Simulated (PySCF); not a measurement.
PySCF input:

```python
from pyscf import gto, scf, dft

mol = gto.M(
    atom='''
    Si    0.53290561    0.03118693    0.63429072
    Cl    0.31743609    1.97994518   -0.04389869
    Cl    2.09307401   -0.87215456   -0.37493135
    O    -0.82840609   -0.78918747    0.34053030
    Si   -2.38117415   -0.76194177   -0.23521936
    H    -3.14880489    0.28876598    0.46538688
    H    -2.96963826   -2.08891924    0.03060614
    H    -2.35722053   -0.48821953   -1.68712403
    ''',
    basis='def2-tzvpd',
    charge=0,
    spin=1,
    verbose=4,
)

mf = dft.UKS(mol, xc='m062x').density_fit(auxbasis='def2-universal-jkfit')
mf.grids.level = 4
mf.conv_tol = 1e-9
mf.max_cycle = 100
mf.max_memory = 1500
mf.kernel()
if not mf.converged:
    mf = mf.newton()
    mf.kernel(mf.make_rdm1())
for _ in range(2):
    mo, _, stable, _ = mf.stability(return_status=True)
    if stable:
        break
    mf.kernel(mf.make_rdm1(mo, mf.mo_occ))
mf.analyze()
```

### Question
Predict the final energy.

### Answer
-1576.54683 Eh (M06-2X/def2-TZVPD).

It need not be the lowest isomer of its formula.
